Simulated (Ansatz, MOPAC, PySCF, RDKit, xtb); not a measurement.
Pair of molecules: CH4 (SMILES C) (first 5 atoms) with CH6Si (SMILES C[SiH3]); geometry from B3LYP-D3(BJ)/def2-TZVP, rigid monomers moved along the line of their centres of mass till C1···Si7 is 3.51 Å.
(charge 0, multiplicity 1):
```xyz
13

C     -0.08193     0.00141    -0.31313
H     -1.03740    -0.09534     0.20060
H      0.30176     1.01278    -0.18486
H      0.62756    -0.71108     0.10463
H     -0.21934    -0.20104    -1.37434
C     -0.19061     1.26393     3.02567
Si     0.15181    -0.57633     3.14478
H     -0.31324     1.56926     1.98571
H      0.63105     1.84073     3.45408
H     -1.10293     1.52411     3.56552
H     -0.96391    -1.35697     2.55738
H      0.30870    -0.98461     4.56261
H      1.39762    -0.92680     2.42082
```

Monomers are frozen at their geometry in the pair; levels with a basis set take the counterpoise correction. RDKit's UFF carries no charges.

Frozen-core correlation. Rows in 6-31G* carry no dispersion term and start afresh at each structure (6-31G* with six Cartesian d functions). MP2/6-31G* freezes PySCF's default core. The state that AM1 reach isn't checked.

Run with Ansatz (Gaussian orbitals); MOPAC for AM1 (differences of heats of formation); PySCF for 6-31G* rows, the dispersion terms; RDKit for the force fields; xtb for the GFN methods. 

```json
[
 {"level": "UFF", "interaction energy (kJ/mol)": "-0.9"},
 {"level": "AM1", "interaction energy (kJ/mol)": "6.7"},
 {"level": "GFN1-xTB", "interaction energy (kJ/mol)": "-3.1"},
 {"level": "HF/6-31G*", "interaction energy (kJ/mol)": "11.9"},
 {"level": "PBE-D3(BJ)/def2-TZVPPD", "interaction energy (kJ/mol)": "-2.3"},
 {"level": "r2SCAN/def2-TZVPPD", "interaction energy (kJ/mol)": "1.6"},
 {"level": "r2SCAN-D3(BJ)/def2-TZVPPD", "interaction energy (kJ/mol)": "-0.9"},
 {"level": "MP2/6-31G*", "interaction energy (kJ/mol)": "7.2"},
 {"level": "CCSD(T)/aug-cc-pV(D+d)Z", "interaction energy (kJ/mol)": "…"}
]
```

Some entries are withheld; supply them.


- CCSD(T)/aug-cc-pV(D+d)Z, interaction energy (kJ/mol): 1.0

Ansatz is an electronic-structure program.
